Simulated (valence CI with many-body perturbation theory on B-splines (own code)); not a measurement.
**Pd³²⁺: key properties**

Method: valence CI with perturbative core correlation (CI+MBPT): four valence electrons over a frozen Dirac-Fock core [Ne], radial functions for each j: 11 s, 11 p, 10 d, 8 f, 5 g, 2 h, with the one-electron correlation potential Σ1, the two-electron term Σ2, the three-electron term Σ3, Breit, model QED; selected CI, second order for the rest, scaled by the run's own slope (own B-spline code, finite nucleus).

No measured spectrum was set against this ion. As an estimate, large intervals hold to a few tenths of a per cent, small ones and those within an open d or f shell to about a per cent. Among the levels kept, up to 700 cm⁻¹ of a level comes from second order outside the variational space, and about a tenth of that is noise between levels of different J, which matters for small intervals.

Levels are named by their leading jj configuration (3d3/2^4 stands for four electrons in 3d with j = 3/2), which in mixed levels can hold well under half, so a name can repeat and another be missing.

Rates and lifetimes use the calculated energies. Strong lines usually hold to 10 to 20 %, long lifetimes can be off by a factor of two.

Problem. What is the ground level?

Solution. (3s^2 3p1/2^2) J=0, composition 76 % 3s²3p² ³P + 23 % 3s²3p² ¹S.

Problem. Among levels below 450.79 eV, which E1 lines absorb most strongly from the ground level?

Solution. to (3s^2 3p1/2 3d3/2) J=1 at 7.165 nm, f = 0.453; to (3s 3p1/2^2 3p3/2) J=1 at 9.746 nm, f = 0.131; to (3s 3p1/2 3p3/2^2) J=1 at 7.577 nm, f = 0.126.

Problem. What is the ionisation energy?

Solution. 1960.7 eV; NIST lists 1962 ± 4 eV (semi-empirical).

Problem. Name the longest-lived excited levels whose lifetime is computed, and their main decay.

Solution. (3s^2 3p1/2 3p3/2) J=2 at 37.61 eV lives 1.05 ms, mostly by E2 to (3s^2 3p1/2^2) J=0; (3s^2 3p3/2 3d5/2) J=4 at 199.29 eV lives 4.52 μs, mostly by M1 to (3s^2 3p1/2 3d5/2) J=3; (3s^2 3p1/2 3p3/2) J=1 at 32.52 eV lives 4.01 μs, mostly by M1 to (3s^2 3p1/2^2) J=0.

Problem. Where does the other parity begin?

Solution. At (3s 3p1/2^2 3p3/2) J=2, 110.73 eV.
